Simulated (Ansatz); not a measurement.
Input and output for C2H8AlFSi (`C[SiH]([AlH2])CF`).

```yaml
crystal:
  periodic: [false, false, false]
  atoms:
    - {symbol: C, position_ang: [-1.414471, -0.944861, 0.633205]}
    - {symbol: Si, position_ang: [0.079110, 0.180988, 0.448131]}
    - {symbol: Al, position_ang: [2.179121, -0.980896, -0.114907]}
    - {symbol: C, position_ang: [-0.303865, 1.519599, -0.849606]}
    - {symbol: F, position_ang: [-1.472828, 2.206311, -0.522600]}
    - {symbol: H, position_ang: [-2.299139, -0.352349, 0.877348]}
    - {symbol: H, position_ang: [-1.616487, -1.492521, -0.290247]}
    - {symbol: H, position_ang: [-1.258232, -1.674391, 1.430596]}
    - {symbol: H, position_ang: [0.299773, 0.898579, 1.743652]}
    - {symbol: H, position_ang: [3.269012, -0.309557, -1.061267]}
    - {symbol: H, position_ang: [2.493092, -2.420173, 0.486422]}
    - {symbol: H, position_ang: [0.509144, 2.250146, -0.919917]}
    - {symbol: H, position_ang: [-0.443730, 1.084423, -1.845910]}
basis:
  gaussian: {orbitals: pcseg-2}
hamiltonian: {xc: {name: BHLYP}, dispersion: d4}
scf: {lower_state_search: full}
```

```sh
$ ansatz run in.yaml --threads 4 --pin off --events-out ev --progress --plain --max-ram 10444MiB
```

Shortened log:

```
Functional definition: BHLYP
1565 factors; their error is unknown
mean field evaluation 1: about -19389.8771 eV, gradient 4.9e1 eV
mean field evaluation 2: about -19391.1174 eV, gradient 4.3e1 eV
mean field evaluation 4: about -19395.3859 eV, gradient 2.1e0 eV
mean field evaluation 8: about -19395.5728 eV, gradient 5.9e-2 eV
mean field -19395.57281666 eV, -712.7741542208 hartree, gradient 8.0e-5 eV, S^2 0.000000; 0 other end points of the search recorded, 0 dependent functions left out
reference -19395.57305514 eV, -712.7741629847 hartree; 28, 28 occupied and 242, 242 virtual orbitals, 1565 factors
Total energy: -19395.91167533 eV, -712.7866070474 hartree
```

It took 2.7 s on 4 threads of an Arm Neoverse V2 on a shared host, with 0.56 GiB of host memory at the peak.
